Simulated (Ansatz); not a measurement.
C₂H₇O₂Ta (`[CH3][Ta]([CH3])(=[O])[OH]`). The species carries charge 0 and has multiplicity 1. Ta: def2 effective core potential. Geometry: relaxed with PBE0-D4/def2-TZVP. It is one conformer, not always the lowest.

```xyz
12

C     0.848   -0.928    1.356
Ta   -0.120    0.660    0.257
C    -1.195   -0.228   -1.393
O    -1.303    1.328    1.306
O     1.094    2.022   -0.298
H     1.669   -1.381    0.789
H     0.108   -1.711    1.566
H     1.239   -0.593    2.321
H    -0.519   -0.628   -2.158
H    -1.882    0.474   -1.873
H    -1.802   -1.058   -1.009
H     1.864    2.043   -0.865
```

(1) What is the dipole moment at B3LYP/def2-TZVPP? (Estimate.)

(2) And with PBE, r2SCAN, ωB97M-V? (An estimate is asked.)

(3) Give the Mulliken charges with B3LYP, ωB97M-V, PBE in def2-TZVPP. (An estimate is asked.)

Results:

(1) Ansatz gave: 4.21 D, with components (2.86, -1.73, -2.57) D in this frame, pointing from negative to positive charge.

(2) Computed: PBE 3.98 D, r2SCAN 4.15 D, ωB97M-V 4.27 D.

(3) Computed: 
```
atom  B3LYP  ωB97M-V    PBE
  C1  -0.48    -0.56  -0.45
 Ta2   0.94     0.95   0.75
  C3  -0.48    -0.56  -0.45
  O4  -0.41    -0.39  -0.34
  O5  -0.41    -0.39  -0.36
  H6   0.09     0.12   0.10
  H7   0.11     0.13   0.11
  H8   0.11     0.14   0.12
  H9   0.09     0.12   0.10
 H10   0.11     0.14   0.12
 H11   0.11     0.13   0.11
 H12   0.19     0.18   0.19
```

B3LYP here is the variant with VWN-RPA as its local correlation; programs differ in this.
